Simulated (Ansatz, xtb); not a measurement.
Two isomers of CH4Sn

Structure a: `[CH2]=[SnH2]`, a singlet. Structure b: `[CH3][SnH]`, a triplet. Both are isolated molecules in the gas phase, relaxed with B3LYP-D3(BJ)/def2-SVP.

a (Å):

```yaml
atoms:
  - { symbol: C, position_ang: [-1.4825, -0.0193, 0.5709] }
  - { symbol: Sn, position_ang: [-1.4922, -1.2226, -0.9898] }
  - { symbol: H, position_ang: [-1.6624, -0.3998, 1.5788] }
  - { symbol: H, position_ang: [-1.2170, -0.6810, -2.5854] }
  - { symbol: H, position_ang: [-1.7762, -2.9018, -0.8698] }
  - { symbol: H, position_ang: [-1.2971, 1.0512, 0.4578] }
```

b (Å):

```xyz
6

C    -2.2216   -0.6838   -0.5449
Sn   -0.1169   -0.1592   -0.0562
H    -2.6778   -1.1140    0.3569
H    -2.7484    0.2308   -0.8444
H    -2.2040   -1.4071   -1.3713
H     0.9398   -1.4538    0.4603
```

Problem. Which of the two would you expect CCSD(T)/def2-TZVPP electronic energies to favour?

Solution. Structure b; the calculation gives E(b) − E(a) = −0.164 eV.

The same difference at several levels:

```csv
level,geometry,E(b) − E(a) (eV),departure from the last row (eV),"job, with rough time for the two"
HF/STO-3G,GFN2-xTB,−1.156,−0.992,"single point, 0.6 s"
r2SCAN-D4/def2-SVP,GFN2-xTB,−0.565,−0.401,"single point, 1.8 s"
B3LYP-D3(BJ)/def2-SVP,B3LYP-D3(BJ)/def2-SVP,−0.412,−0.248,"optimisation, 31 s"
HF/def2-TZVPP,B3LYP-D3(BJ)/def2-SVP,−1.249,−1.085,part of the CCSD(T) run
MP2/def2-TZVPP,B3LYP-D3(BJ)/def2-SVP,−0.184,−0.020,part of the CCSD(T) run
CCSD(T)/def2-TZVPP,B3LYP-D3(BJ)/def2-SVP,−0.164,,"single point, 56 s"
```

As drawn, b has 1 C–Sn, 1 C–H in place of 1 C=Sn, 1 Sn–H.

The levels shown agree on the order. The largest departure from CCSD(T)/def2-TZVPP is that of HF/def2-TZVPP, 1.085 eV. At CCSD(T)/def2-TZVPP a singlet with the links of b lies below this triplet.

With harmonic frequencies from B3LYP-D3(BJ)/def2-SVP (ideal gas, rigid rotor, one conformer each, 298.15 K, 1 atm): on the last row, ΔE + ΔZPE = −0.044 eV. A mode under 50 cm⁻¹ makes harmonic enthalpies and free energies unreliable, so none is given.

Open shells are spin-unrestricted. The correlated steps freeze 5 core orbitals; the filled d shell of Sn is correlated, in a basis made for valence electrons. Atoms past krypton carry core potentials in the def2 sets, other sets are all-electron and non-relativistic, and no spin–orbit term is included. ΔG holds the spin degeneracy. Run with Ansatz 0.2.0, xtb 6.7.1; the last row on 1 thread of Intel(R) Xeon(R) 6975P-C (Granite Rapids) on a shared host.
